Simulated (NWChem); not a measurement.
SiH$_{2}$OBrCl; SMILES Br[SiH](O)Cl

```xyz
6

Si    -0.4922     0.5991     0.4350
O     -1.9082     0.9166    -0.3324
Cl     0.9666     1.9376    -0.1269
Br     0.2399    -1.4358    -0.0532
H     -0.7439     0.7051     1.8831
H     -1.9297     0.8888    -1.2947
```
Atoms are numbered in this order, from 1.

Program: NWChem. Coordinates come from a PBE0/def2-SVP optimisation.

Problem. Predict the results for BP86/def2-SVP. Quantities: highest occupied level (eV); orbital gap (eV); dipole (D).

Solution. 
```
Property                     Value
---------------------------  -----
highest occupied level (eV)  -7.27
orbital gap (eV)              6.57
dipole (D)                    1.16
```
